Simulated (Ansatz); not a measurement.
Start from `[CH3][SnH2][SeH]` and change one atom or group to get `[CH3][SnH2][SiH3]`.

Ansatz, PBE0-D4/def2-TZVP geometries, multiplicity 1. Each molecule was computed in one conformer, which needn't be the lowest.

Elements past krypton have def2 core potentials. Scalar relativity is left out up to krypton. Spin–orbit coupling is left out; it splits and shifts lone-pair levels of the heavy atoms by tenths of an eV.

| property | `[CH3][SnH2][SeH]` |
| --- | --- |
| ideal-gas entropy at 298 K and 1 bar (rigid rotor, harmonic PBE0-D4/def2-TZVP) / J/(mol·K) | 360 |
| HOMO–LUMO gap (B3LYP/def2-TZVPP) / eV | 5.80 |
| LUMO energy (B3LYP/def2-TZVPP) / eV | -0.73 |
| HOMO energy (PBE0/def2-TZVPP) / eV | -6.77 |
| size of the dipole moment (B3LYP/def2-TZVPP) / D | 1.94 |
| HOMO energy (ωB97M-V/def2-TZVPP) / eV | -8.92 |

Question: Give the same properties after the change, and the shifts. (An estimate is asked.)

Answer: Ansatz gave: 
| property | `[CH3][SnH2][SiH3]` | shift |
| --- | --- | --- |
| ideal-gas entropy at 298 K and 1 bar (rigid rotor, harmonic PBE0-D4/def2-TZVP) / J/(mol·K) | 361 | 1 |
| HOMO–LUMO gap (B3LYP/def2-TZVPP) / eV | 7.26 | 1.46 |
| LUMO energy (B3LYP/def2-TZVPP) / eV | -0.25 | 0.48 |
| HOMO energy (PBE0/def2-TZVPP) / eV | -7.72 | -0.95 |
| size of the dipole moment (B3LYP/def2-TZVPP) / D | 0.73 | -1.21 |
| HOMO energy (ωB97M-V/def2-TZVPP) / eV | -9.72 | -0.80 |

With PBE0 the HOMO falls by 0.95 eV and the LUMO rises by 0.42 eV, so the gap widens by about 1.37 eV. PBE moves the HOMO by -1.03 eV and ωB97M-V by -0.80 eV. The zero-point energy changes by 43.3 kJ/mol with +6 modes. Dipoles are sizes alone; their direction can turn.

B3LYP here is the variant with VWN-RPA as its local correlation; programs differ in this.
